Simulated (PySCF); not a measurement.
# Single point on NaPb

State: ⁴Σ⁻ (quartet), unpaired electrons σ ↑, π ↑↑.

An equivalent input (the run itself took its basis sets from the Basis Set Exchange, started from a PBE0 density and held the occupation σ 8α 7β, πx 4α 3β, πy 4α 3β, δx 1α 1β, δy 1α 1β):

```python
from pyscf import gto, scf, cc
mol = gto.M(atom='Na 0 0 0; Pb 0 0 2.978', basis={'Na': 'def2-SVP', 'Pb': 'def2-SVP'}, ecp={'Pb': 'def2-SVP'},
            charge=0, spin=3, verbose=4, symmetry='C2v')
mf = scf.UHF(mol)
mf.irrep_nelec = {'A1': (9, 8), 'A2': (1, 1), 'B1': (4, 3), 'B2': (4, 3)}
mf.conv_tol = 1e-9
mf.max_cycle = 60
mf.diis_space = 10
mf.kernel()
mycc = cc.CCSD(mf, frozen=[[0, 1, 2, 3, 4, 37, 38, 39, 40], [0, 1, 2, 3, 4, 37, 38, 39, 40]])
mycc.run(conv_tol=1e-7, conv_tol_normt=1e-5, max_cycle=80, diis_space=8)
et = mycc.ccsd_t()
```

The SCF ended at -353.65163221 hartree. The coupled-cluster part of the log:

```
******** <class 'pyscf.cc.uccsd.UCCSD'> ********
CC2 = 0
CCSD nocc = (13, 10), nmo = (32, 32)
frozen orbitals [[0, 1, 2, 3, 4, 37, 38, 39, 40], [0, 1, 2, 3, 4, 37, 38, 39, 40]]
max_cycle = 80
direct = 0
conv_tol = 1e-07
conv_tol_normt = 1e-05
diis_space = 8
diis_start_cycle = 0
diis_start_energy_diff = 1e+09
Init t2, MP2 energy = -0.0685170096229383
Init E_corr(UCCSD) = -0.0685170096236477
cycle = 1  E_corr(UCCSD) = -0.0765576504289882  dE = -0.00804064081  norm(t1,t2) = 0.0450592
cycle = 2  E_corr(UCCSD) = -0.0788289158371532  dE = -0.00227126541  norm(t1,t2) = 0.0137909
cycle = 3  E_corr(UCCSD) = -0.0796891589064723  dE = -0.000860243069  norm(t1,t2) = 0.00630803
cycle = 4  E_corr(UCCSD) = -0.0797131408557481  dE = -2.39819493e-05  norm(t1,t2) = 0.00212596
cycle = 5  E_corr(UCCSD) = -0.0796855803827347  dE = 2.7560473e-05  norm(t1,t2) = 0.000920092
cycle = 6  E_corr(UCCSD) = -0.079689975633763  dE = -4.39525103e-06  norm(t1,t2) = 0.000277271
cycle = 7  E_corr(UCCSD) = -0.0796921303961618  dE = -2.1547624e-06  norm(t1,t2) = 0.000104703
cycle = 8  E_corr(UCCSD) = -0.0796917771196902  dE = 3.53276472e-07  norm(t1,t2) = 4.7917e-05
cycle = 9  E_corr(UCCSD) = -0.0796918801393799  dE = -1.0301969e-07  norm(t1,t2) = 1.36572e-05
cycle = 10  E_corr(UCCSD) = -0.0796918773973303  dE = 2.7420496e-09  norm(t1,t2) = 4.19678e-06
UCCSD converged
E(UCCSD) = -353.7313240830309  E_corr = -0.07969187739733033
UCCSD(T) correction = -0.00203366184927706
```

T1 diagnostic 0.006, D1 0.020, 23 electrons correlated, 4 of the virtual orbitals (those above 20 hartree) left out.

Repeating this along the bond gives Re = 3.000 Å and ωe = 170 cm⁻¹.

A point of this curve took 2.4 CPU seconds beside 0.089 for the integrals (shared host).

Correlated steps freeze 5 core orbitals. Spin–orbit coupling is left out, which matters for elements this heavy, above all for dissociation energies. The state was picked by a PBE0 search and need not be the measured ground state.
